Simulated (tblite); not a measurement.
Compound: CH11BN2Si2.
Bonds: N1–B2, B2–N3, N3–C4, C4–Si5, Si5–Si6, N3–Si6. Hydrogens: H7, H8, H9 on N1; H10, H11 on B2; H12, H13 on C4; H14, H15 on Si5; H16, H17 on Si6.

Computed with GFN2-xTB (tblite), gas phase: L-BFGS steps from a force-field or distance-geometry start until the largest atomic force falls under 0.01 eV/Å.

Step 103: E = -497.5363 eV
```
atom  x, y, z in Å  |  force x, y, z in eV/Å
N1      2.1980   -0.6136   -0.5480   -0.014  -0.001   0.037
B2      1.3302    0.8359   -0.1921   -0.040   0.007  -0.023
N3     -0.0348    0.3743    0.1400    0.001   0.024  -0.025
C4     -1.0949    0.3362   -0.8792   -0.011   0.000   0.000
Si5    -2.5252   -0.3405    0.2129   -0.008   0.013   0.030
Si6    -0.7118   -0.1463    1.6339    0.004   0.012  -0.039
H7      1.7461   -1.0760   -1.3284    0.021   0.017   0.037
H8      3.1665   -0.4039   -0.7565   -0.013  -0.030  -0.005
H9      2.1130   -1.1728    0.2923    0.021  -0.037  -0.053
H10     1.9307    1.2810    0.7357   -0.027  -0.011  -0.008
H11     1.4023    1.4609   -1.2017    0.005   0.044   0.007
H12    -0.8055   -0.2928   -1.7318   -0.002  -0.002   0.053
H13    -1.2730    1.3376   -1.2869    0.014  -0.026   0.019
H14    -3.0544   -1.6287   -0.2701    0.029   0.030  -0.012
H15    -3.6774    0.5719    0.2603    0.019  -0.032  -0.018
H16    -0.7190    0.8252    2.7412    0.013   0.003  -0.011
H17     0.0021   -1.3364    2.1684   -0.013  -0.011   0.013
```

Step 104: E = -497.5370 eV
```
atom  x, y, z in Å  |  force x, y, z in eV/Å
N1      2.1986   -0.6109   -0.5492   -0.010  -0.004   0.019
B2      1.3272    0.8379   -0.1897   -0.020   0.007  -0.030
N3     -0.0367    0.3743    0.1395    0.008   0.015  -0.008
C4     -1.0957    0.3313   -0.8803    0.015  -0.001  -0.011
Si5    -2.5265   -0.3394    0.2134   -0.018   0.041   0.040
Si6    -0.7135   -0.1462    1.6332    0.009   0.020  -0.008
H7      1.7528   -1.0697   -1.3350   -0.001   0.010   0.036
H8      3.1674   -0.4015   -0.7545    0.011  -0.010  -0.002
H9      2.1136   -1.1763    0.2867    0.008  -0.038  -0.043
H10     1.9280    1.2799    0.7387   -0.028  -0.010   0.007
H11     1.4011    1.4676   -1.1960    0.002   0.036  -0.005
H12    -0.8055   -0.3033   -1.7285   -0.004  -0.001   0.047
H13    -1.2680    1.3311   -1.2930   -0.006  -0.020   0.006
H14    -3.0598   -1.6272   -0.2610    0.021   0.010  -0.025
H15    -3.6741    0.5788    0.2563    0.014  -0.034  -0.016
H16    -0.7109    0.8245    2.7417    0.007   0.000  -0.020
H17    -0.0053   -1.3390    2.1675   -0.007  -0.021   0.013
```

Step 105: E = -497.5378 eV
```
atom  x, y, z in Å  |  force x, y, z in eV/Å
N1      2.2001   -0.6069   -0.5540   -0.006  -0.037   0.010
B2      1.3249    0.8393   -0.1865    0.000   0.014  -0.028
N3     -0.0382    0.3743    0.1396    0.013   0.003   0.007
C4     -1.0957    0.3238   -0.8809    0.031  -0.002  -0.019
Si5    -2.5283   -0.3366    0.2170   -0.025   0.054   0.025
Si6    -0.7147   -0.1436    1.6339    0.016   0.018   0.029
H7      1.7636   -1.0577   -1.3503   -0.005   0.018   0.054
H8      3.1709   -0.3958   -0.7500    0.001  -0.004   0.010
H9      2.1100   -1.1847    0.2741    0.008  -0.009  -0.071
H10     1.9251    1.2748    0.7453   -0.028  -0.009   0.012
H11     1.4013    1.4775   -1.1873   -0.001   0.024  -0.010
H12    -0.8053   -0.3206   -1.7217   -0.007   0.006   0.043
H13    -1.2622    1.3207   -1.3029   -0.020  -0.025   0.000
H14    -3.0676   -1.6243   -0.2489    0.020   0.000  -0.030
H15    -3.6715    0.5870    0.2483    0.007  -0.029  -0.009
H16    -0.7058    0.8255    2.7447    0.005  -0.003  -0.034
H17    -0.0136   -1.3405    2.1695   -0.006  -0.019   0.009
```

Step 106: E = -497.5384 eV
```
atom  x, y, z in Å  |  force x, y, z in eV/Å
N1      2.2007   -0.6060   -0.5550    0.012  -0.021  -0.007
B2      1.3235    0.8412   -0.1863    0.019   0.013  -0.007
N3     -0.0389    0.3762    0.1386    0.016  -0.008   0.031
C4     -1.0968    0.3212   -0.8808    0.033  -0.004  -0.005
Si5    -2.5287   -0.3350    0.2202   -0.015   0.054   0.013
Si6    -0.7135   -0.1413    1.6339    0.020   0.012   0.058
H7      1.7671   -1.0525   -1.3546   -0.024   0.007   0.035
H8      3.1722   -0.3963   -0.7492    0.002   0.007   0.015
H9      2.1101   -1.1897    0.2683   -0.002  -0.010  -0.048
H10     1.9214    1.2740    0.7482   -0.022  -0.011   0.013
H11     1.4037    1.4832   -1.1840   -0.006   0.014  -0.019
H12    -0.8072   -0.3277   -1.7173   -0.001  -0.007   0.019
H13    -1.2611    1.3157   -1.3066   -0.031  -0.004  -0.015
H14    -3.0683   -1.6211   -0.2464    0.016  -0.021  -0.031
H15    -3.6715    0.5869    0.2426   -0.012  -0.009   0.000
H16    -0.7005    0.8263    2.7470    0.005  -0.008  -0.048
H17    -0.0193   -1.3430    2.1712   -0.009  -0.006  -0.003
```

**Question.** Estimate the geometry and energy of step 107. (The exact step hangs on the optimiser's Hessian estimate; all steps are aligned on step 106, rigid shifts and turns removed.)

**Answer.** E = -497.5391 eV, largest force 0.073 eV/Å
```
atom  x, y, z in Å  |  force x, y, z in eV/Å
N1      2.2019   -0.6033   -0.5613    0.019  -0.038  -0.030
B2      1.3231    0.8430   -0.1840    0.027   0.010   0.011
N3     -0.0385    0.3760    0.1398    0.008  -0.011   0.037
C4     -1.0952    0.3135   -0.8802    0.022   0.000   0.004
Si5    -2.5297   -0.3318    0.2253   -0.011   0.034  -0.016
Si6    -0.7126   -0.1375    1.6369    0.015   0.000   0.064
H7      1.7751   -1.0392   -1.3716   -0.006   0.025   0.066
H8      3.1760   -0.3914   -0.7446   -0.035  -0.005   0.024
H9      2.1035   -1.1998    0.2531    0.005   0.018  -0.071
H10     1.9182    1.2684    0.7558   -0.011  -0.009   0.006
H11     1.4056    1.4931   -1.1766   -0.011   0.000  -0.014
H12    -0.8056   -0.3441   -1.7096   -0.002  -0.006   0.012
H13    -1.2576    1.3045   -1.3150   -0.028  -0.009  -0.016
H14    -3.0742   -1.6175   -0.2410    0.025  -0.010  -0.020
H15    -3.6712    0.5913    0.2360   -0.014   0.000   0.006
H16    -0.6982    0.8314    2.7488    0.009  -0.010  -0.053
H17    -0.0276   -1.3445    2.1779   -0.012   0.012  -0.012
```

The energy changes by -0.0006 eV. The first-order estimate −F·Δx gives -0.0010 eV and the mean of the old and new forces, exact on a quadratic surface, -0.0007 eV. The step makes an angle of 82° with the force vector and moves no atom by more than 0.023 Å.

The cost below is that of the whole relaxation. On one thread, Intel Xeon at 2.50 GHz (x86_64), shared host with 64 logical CPUs at a one-minute load of 63, this took 5.0 s wall, 3.5 s CPU.
